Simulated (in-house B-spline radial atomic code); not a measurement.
How G0W0 and RPA depend on the start: Ga IX (Ga8+)

Configuration [Ar] 3d5, highest spin. Computed with a B-spline radial code for spherical atoms: all electrons, scalar-relativistic (spin-free one-electron X2C), finite nucleus, each spin shell either full or empty, empty states to l = 9 with an (l + 1/2)⁻⁴ tail; G0W0 by contour deformation at full frequency.

```
            start  mean-field 3d up (eV)  G0W0 (eV)  QP weight  RPA correlation (Eh)
     Hartree-Fock                -213.40    -212.41      0.981                -1.499
         LDA VWN5                -194.85    -211.87      0.970               -1.6275
              PBE                -194.70    -211.75      0.970               -1.6254
             PBE0                -199.68          ?          ?                     ?
           r2SCAN                -196.10    -211.78      0.972               -1.6018
            HSE06                -199.17    -211.95      0.974               -1.5924
  B3LYP (VWN-RPA)                -198.69    -211.92      0.973               -1.5981
             SCAN                -196.09    -211.72      0.972               -1.6005
             TPSS                -194.67    -211.82      0.970               -1.6177
        BHandHLYP                -204.46    -212.13      0.977               -1.5585
        CAM-B3LYP                -200.69    -212.03      0.974               -1.5876
          LC-wPBE                -200.52    -212.11      0.975                -1.593
            wB97X                -201.22    -211.84      0.976               -1.5823
           PBEsol                -194.63    -211.80      0.970               -1.6259
             BLYP                -194.51    -211.76      0.970               -1.6263
          r2SCAN0                -200.71    -211.95      0.975               -1.5744
LDA exchange-only                -193.02          ?          ?                     ?
```

**Question.** What G0W0 level, weight and RPA correlation energy follow from the LDA exchange-only start?

**Answer.** G0W0 level -212.02 eV, weight 0.969, RPA correlation -1.6275 hartree.

**Question.** What G0W0 level, weight and RPA correlation energy follow from the PBE0 start?

**Answer.** G0W0 level -211.94 eV, weight 0.974, RPA correlation -1.5903 hartree.

**Question.** How much of the dependence on the start does G0W0 remove?

**Answer.** The mean-field levels span 20.4 eV and the G0W0 levels 0.691 eV. Against 211 ± 2.2 eV (NIST, tabulated theory) the G0W0 removal energies are off by +0.72 to +1.41 eV, with spin-orbit coupling, Breit and QED terms left out.
